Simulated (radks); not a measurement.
Results of a calculation; reference values are marked as such.
Species: Ce+. Configuration: [Xe] 4f1 5d2. Level of theory: Dirac Kohn-Sham, PBE, spin-unpolarised, spherical densities, point nucleus; open shells are shared between the two j in proportion to 2j + 1 (a radial shooting solver on a logarithmic mesh with Libxc functionals).

Radial electron density D(r) = 4 pi r^2 rho(r):

r (bohr)  D(r) (e/bohr)
0.002836          14.98
0.003302          18.69
0.003844          23.11
0.004439          28.00
0.005168          33.89
0.005969          40.10
0.006949          47.17
0.008025          54.10
0.009342          61.28
0.01079           67.49
0.01256           72.84
0.01462           76.40
0.01689           77.73
0.01966           76.92
0.0227            74.46
0.02643           71.10
0.03052           68.60
0.03554           68.38
0.04104           71.61
0.04778           78.73
0.05562           88.06
0.06423           96.00
0.07478           99.89
0.08636           97.33
0.1005            88.90
0.1161            79.47
0.1352            73.63
0.1561            75.07
0.1817            81.75
0.2116            86.34
0.2443            81.88
0.2844            66.63
0.3285            48.33
0.3824            34.46
0.4417            31.02
0.5142            34.26
0.5938            36.61
0.6913            33.28
0.8048            25.13
0.9294            17.16
1.082             11.68
1.25              9.393
1.455             8.308
1.68              7.137
1.956             5.381
2.259             3.613
2.629             2.110
3.061             1.139
3.535            0.6164
4.116            0.3181
4.753            0.1636
5.533           0.07386
6.39            0.03010
7.439          0.009485
8.592          0.002498
10            0.0004550

D(r) has 4 maxima, at r = 0.0172, 0.0760, 0.213, 0.594 bohr, and minima at 0.0333, 0.141, 0.435 bohr, inside which lie 2.02, 11.18, 29.01 electrons.
